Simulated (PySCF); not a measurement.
HNaO, charge +3, doublet, at a GFN2-xTB geometry of the parent state (such geometries of metal compounds can be far from the true shape) (a state made from the parent by changing its charge; the spin is typed, not shown lowest); M062X/6-31G in PySCF.

The PySCF input:
```python
from pyscf import gto, scf, dft

mol = gto.M(
    atom='''
Na   -0.00000000   -0.00000000   -0.98015460
O     0.00000000    0.00000000    1.08981044
H     0.00000000    0.00000000    2.06321711
''',
    basis='6-31g',
    charge=3,
    spin=1,
    verbose=4,
)

mf = dft.UKS(mol)
mf.xc = 'm062x'
mf.kernel()
mf.analyze()
```

**Question.** What does PySCF print? Leave out banner, timings and long lists.

**Answer.** 
```
PySCF version 2.14.0

[INPUT] verbose = 4
[INPUT] num. atoms = 3
[INPUT] num. electrons = 17
[INPUT] charge = 3
[INPUT] spin (= nelec alpha-beta = 2S) = 1
[INPUT] symmetry False subgroup None
[INPUT] Mole.unit = angstrom
[INPUT] Symbol           X                Y                Z      unit          X                Y                Z       unit  Magmom
[...]
nuclear repulsion = 28.758541083268
number of shells = 14
number of NR pGTOs = 72
number of NR cGTOs = 24
basis = 6-31g
ecp = {}

******** <class 'pyscf.dft.uks.UKS'> ********
method = UKS
initial guess = minao
damping factor = 0
level_shift factor = 0
DIIS = <class 'pyscf.scf.diis.CDIIS'>
diis_start_cycle = 1
diis_space = 8
diis_damp = 0
SCF conv_tol = 1e-09
SCF conv_tol_grad = None
SCF max_cycles = 50
direct_scf = True
direct_scf_tol = 1e-13
number electrons alpha = 9  beta = 8
XC library pyscf.dft.libxc version 7.1.2
    S. Lehtola, C. Steigemann, M. J. T. Oliveira, and M. A. L. Marques,  SoftwareX 7, 1–5 (2018)
XC functionals = m062x
    Y. Zhao and D. G. Truhlar,  Theor. Chem. Acc. 120, 215 (2008)
    Y. Zhao and D. G. Truhlar,  Theor. Chem. Acc. 120, 215 (2008)
radial grids:
    Treutler-Ahlrichs [JCP 102, 346 (1995); DOI:10.1063/1.469408] (M4) radial grids

becke partition: Becke, JCP 88, 2547 (1988); DOI:10.1063/1.454033
pruning grids: <function nwchem_prune>
grids dens level: 3
symmetrized grids: False
atomic radii adjust function: <function treutler_atomic_radii_adjust>
small_rho_cutoff = 0
Set gradient conv threshold to 3.16228e-05
tot grids = 41992
init E= -237.805256262334

cycle= 1 E= -235.380775322671  delta_E= 2.42  |g|= 0.739  |ddm|= 1.08
cycle= 2 E= -235.608100745756  delta_E= -0.227  |g|= 0.248  |ddm|= 0.703
cycle= 3 E= -235.633691019542  delta_E= -0.0256  |g|= 0.0104  |ddm|= 0.209
cycle= 4 E= -235.633764809251  delta_E= -7.38e-05  |g|= 0.00199  |ddm|= 0.0133
cycle= 5 E= -235.633768480935  delta_E= -3.67e-06  |g|= 0.000378  |ddm|= 0.0026
cycle= 6 E= -235.633768847041  delta_E= -3.66e-07  |g|= 0.00021  |ddm|= 0.000829
cycle= 7 E= -235.633769131725  delta_E= -2.85e-07  |g|= 0.000202  |ddm|= 0.000774
cycle= 8 E= -235.633770147643  delta_E= -1.02e-06  |g|= 0.000192  |ddm|= 0.00286
cycle= 9 E= -235.633778415618  delta_E= -8.27e-06  |g|= 0.000141  |ddm|= 0.047
cycle= 10 E= -235.633778416623  delta_E= -1e-09  |g|= 7.68e-05  |ddm|= 0.00271
cycle= 11 E= -235.633778432288  delta_E= -1.57e-08  |g|= 6.5e-06  |ddm|= 0.00148
cycle= 12 E= -235.633778432527  delta_E= -2.39e-10  |g|= 1.89e-06  |ddm|= 0.000352
Extra cycle  E= -235.633778432531  delta_E= -3.47e-12  |g|= 6.32e-07  |ddm|= 2.32e-06
converged SCF energy = -235.633778432531  <S^2> = 0.75104743  2S+1 = 2.0010472
**** SCF Summaries ****
Total Energy =                        -235.633778432530931
Nuclear Repulsion Energy =              28.758541083268003
One-electron Energy =                 -368.498327832094787
Two-electron Energy =                  104.106008316295870
Two-electron Coulomb Energy =          126.340473651412921
DFT Exchange-Correlation Energy =      -22.234465335117047
**** MO energy ****
                             alpha | beta                alpha | beta
[...]
To work with the spin densities directly, `use mulliken_meta_spin()` only printing them here.

 ** Mulliken spin pop alpha/beta on meta-lowdin orthogonal AOs **
 ** Mulliken Spin Density (per AO)  **
spin_pop of  0 Na 1s        0.00000
spin_pop of  0 Na 2s       -0.00000
spin_pop of  0 Na 3s       -0.00104
spin_pop of  0 Na 4s        0.00008
spin_pop of  0 Na 2px       0.00001
spin_pop of  0 Na 2py       0.00006
spin_pop of  0 Na 2pz       0.00000
spin_pop of  0 Na 3px       0.00014
spin_pop of  0 Na 3py       0.00032
spin_pop of  0 Na 3pz       0.00010
spin_pop of  0 Na 4px       0.00005
spin_pop of  0 Na 4py       0.00012
spin_pop of  0 Na 4pz       0.00021
spin_pop of  1 O 1s       -0.00000
spin_pop of  1 O 2s        0.00732
spin_pop of  1 O 3s        0.00106
spin_pop of  1 O 2px       0.29122
spin_pop of  1 O 2py       0.67963
spin_pop of  1 O 2pz       0.00984
spin_pop of  1 O 3px       0.00854
spin_pop of  1 O 3py       0.01990
spin_pop of  1 O 3pz       0.00251
spin_pop of  2 H 1s       -0.01857
spin_pop of  2 H 2s       -0.00151
 ** Mulliken Spin Density (per atom)  **
spin density of  0 Na =      0.00005
spin density of  1 O =      1.02003
spin density of  2 H =     -0.02008
 ** Mulliken pop alpha/beta on meta-lowdin orthogonal AOs **
 ** Mulliken pop       alpha | beta **
[...]
In total             9.00000 | 8.00000
 ** Mulliken atomic charges   ( Nelec_alpha | Nelec_beta ) **
charge of  0Na =      0.97839  (     5.01083      5.01078 )
charge of  1O =      1.36034  (     3.82985      2.80982 )
charge of  2H =      0.66127  (     0.15932      0.17940 )

WARN: System has nonzero charge 3; the dipole moment is origin-dependent.
Location of origin: [0. 0. 0.]

Dipole moment(X, Y, Z, Debye): -0.00000,  0.00000,  9.30478
```
